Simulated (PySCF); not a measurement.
selenium hexafluoride (F₆Se), singlet, geometry from GFN2-xTB; PySCF with CAMB3LYP/STO-3G.

Input for PySCF:
```python
from pyscf import gto, scf, dft

mol = gto.M(
    atom='''
F     0.972274   -1.319899   -0.497489
Se   -0.000000    0.000000    0.000000
F     1.229734    1.089143   -0.486281
F    -1.229734   -1.089143    0.486281
F    -0.690930    0.081125   -1.565561
F     0.690930   -0.081125    1.565561
F    -0.972274    1.319899    0.497489
''',
    basis='sto-3g',
    charge=0,
    spin=0,
    verbose=4,
)

mf = dft.RKS(mol)
mf.xc = 'camb3lyp'
mf.grids.atom_grid = (99, 590)
mf.grids.prune = None
mf.kernel()
```

What the program printed (banner, timings and long lists left out):

```
PySCF version 2.14.0

[INPUT] verbose = 4
[INPUT] num. atoms = 7
[INPUT] num. electrons = 88
[INPUT] charge = 0
[INPUT] spin (= nelec alpha-beta = 2S) = 0
[INPUT] symmetry False subgroup None
[INPUT] Mole.unit = angstrom
[INPUT] Symbol           X                Y                Z      unit          X                Y                Z       unit  Magmom
[INPUT]  1 F      0.972274000000  -1.319899000000  -0.497489000000 AA    1.837331578035  -2.494247622087  -0.940117959984 Bohr   0.0
[INPUT]  2 Se     0.000000000000   0.000000000000   0.000000000000 AA    0.000000000000   0.000000000000   0.000000000000 Bohr   0.0
[INPUT]  3 F      1.229734000000   1.089143000000  -0.486281000000 AA    2.323860466066   2.058181980487  -0.918937909580 Bohr   0.0
[INPUT]  4 F     -1.229734000000  -1.089143000000   0.486281000000 AA   -2.323860466066  -2.058181980487   0.918937909580 Bohr   0.0
[INPUT]  5 F     -0.690930000000   0.081125000000  -1.565561000000 AA   -1.305668471246   0.153304031855  -2.958481521300 Bohr   0.0
[INPUT]  6 F      0.690930000000  -0.081125000000   1.565561000000 AA    1.305668471246  -0.153304031855   2.958481521300 Bohr   0.0
[INPUT]  7 F     -0.972274000000   1.319899000000   0.497489000000 AA   -1.837331578035   2.494247622087   0.940117959984 Bohr   0.0

nuclear repulsion = 816.949388688581
number of shells = 26
number of NR pGTOs = 144
number of NR cGTOs = 48
basis = sto-3g
ecp = {}

******** <class 'pyscf.dft.rks.RKS'> ********
method = RKS
initial guess = minao
damping factor = 0
level_shift factor = 0
DIIS = <class 'pyscf.scf.diis.CDIIS'>
diis_start_cycle = 1
diis_space = 8
diis_damp = 0
SCF conv_tol = 1e-09
SCF conv_tol_grad = None
SCF max_cycles = 50
direct_scf = True
direct_scf_tol = 1e-13
XC library pyscf.dft.libxc version 7.1.2
    S. Lehtola, C. Steigemann, M. J. T. Oliveira, and M. A. L. Marques,  SoftwareX 7, 1–5 (2018)
XC functionals = camb3lyp
    T. Yanai, D. P. Tew, and N. C. Handy,  Chem. Phys. Lett. 393, 51 (2004)
radial grids:
    Treutler-Ahlrichs [JCP 102, 346 (1995); DOI:10.1063/1.469408] (M4) radial grids

becke partition: Becke, JCP 88, 2547 (1988); DOI:10.1063/1.454033
pruning grids: None
grids dens level: 3
symmetrized grids: False
atomic radii adjust function: <function treutler_atomic_radii_adjust>
User specified grid scheme (99, 590)
small_rho_cutoff = 0
Set gradient conv threshold to 3.16228e-05
Initial guess from minao.
tot grids = 408872
init E= -2962.75244611473
  HOMO = -0.717545856139274  LUMO = -0.317001017005234  gap/eV = 10.89938
cycle= 1 E= -2964.53693130865  delta_E= -1.78  |g|= 0.631  |ddm|= 3.57
  HOMO = -0.260698929722339  LUMO = 0.150862032551784  gap/eV = 11.19914
cycle= 2 E= -2964.67730049519  delta_E= -0.14  |g|= 0.248  |ddm|= 1.62
  HOMO = -0.275786327569366  LUMO = 0.183021420675694  gap/eV = 12.48479
cycle= 3 E= -2964.70134499562  delta_E= -0.024  |g|= 0.00585  |ddm|= 0.461
  HOMO = -0.276071520844048  LUMO = 0.18357555270062  gap/eV = 12.50763
cycle= 4 E= -2964.70137122709  delta_E= -2.62e-05  |g|= 0.00113  |ddm|= 0.0176
  HOMO = -0.276023769807794  LUMO = 0.18375146482044  gap/eV = 12.51112
cycle= 5 E= -2964.70137268334  delta_E= -1.46e-06  |g|= 5.36e-05  |ddm|= 0.00526
  HOMO = -0.276039545418274  LUMO = 0.183740391859452  gap/eV = 12.51125
cycle= 6 E= -2964.70137268614  delta_E= -2.8e-09  |g|= 2.36e-06  |ddm|= 0.000231
  HOMO = -0.276039413245671  LUMO = 0.183740555715792  gap/eV = 12.51125
cycle= 7 E= -2964.70137268615  delta_E= -9.09e-12  |g|= 4.9e-07  |ddm|= 6.16e-06
  HOMO = -0.276039498615475  LUMO = 0.183740601077197  gap/eV = 12.51125
Extra cycle  E= -2964.70137268615  delta_E= 5.91e-12  |g|= 3.93e-07  |ddm|= 1.68e-06
converged SCF energy = -2964.70137268615
```
